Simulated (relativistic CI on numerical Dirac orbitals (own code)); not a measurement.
# One change at a time: Hf L

Base calculation: Dirac-Coulomb-Breit CI, orbitals from a KLI potential per configuration, model QED (radiative potential, 1s self-energy scaled to tabulated hydrogen-like ionisation energies), unscaled Slater integrals.

Configuration list (outside the closed core [Ne]): 3s2 3p6 3d5, 3s2 3p5 3d6, 3s2 3p4 3d7, 3s 3p6 3d6, 3p6 3d7, 3s 3p5 3d7, 3s2 3p6 3d4 4s, 3s2 3p6 3d4 4p, 3s2 3p4 3d6 4s, 3s2 3p5 3d5 4s, 3s2 3p6 3d4 4f, 3p6 3d6 4s, 3s2 3p6 3d3 4s2, 3s2 3p6 3d4 5s, 3p6 3d5 4s2. Levels of other configurations are missing.

Variants: (1) QED terms removed; (2) Breit term removed. Shifts of the energy above 3s2 3p6 3d5 4P_5/2, in eV, for the lowest level and the first level of each name with at least 55 % of one term (blank where a level changes its place among those of its configuration and J or its character, or is not in the variant):

| Level | Base | Δ(1) | Δ(2) |
| --- | --- | --- | --- |
| 3s2 3p6 3d5 4P_5/2 | 0.000 | 0.000 | 0.000 |
| 3s2 3p6 3d5 2D_3/2 | 92.282 | -0.172 | +1.210 |
| 3s2 3p6 3d5 4G_9/2 | 121.992 | -0.316 | +4.155 |
| 3s2 3p6 3d5 2I_13/2 | 125.286 | -0.320 | +5.861 |
| 3s2 3p6 3d5 4D_1/2 | 126.267 | -0.318 | +2.547 |
| 3s2 3p6 3d5 2G_7/2 | 136.545 | -0.317 | +4.133 |
| 3s2 3p6 3d5 4F_5/2 | 138.237 | -0.317 | +2.775 |
| 3s2 3p6 3d5 2P_3/2 | 168.775 | -0.313 | +2.573 |
| 3s2 3p5 3d6 4H°_13/2 | 417.586 | +0.368 | +6.516 |
| 3s2 3p5 3d6 4I°_15/2 | 426.158 | +0.368 | +7.398 |

At this charge energies of transitions that change n are usually good to better than 1 %, and those within a shell (Δn = 0) to a few per cent.

Ionisation energy from the two ground configurations alone: base 4372.39 eV; Breit term removed 4374.07 eV. The NIST ASD value (theoretical) is 4372 eV.

LS names give the leading component of a level, which can be under half, so a name can repeat, a term be missing and a line seem to break the LS rules.
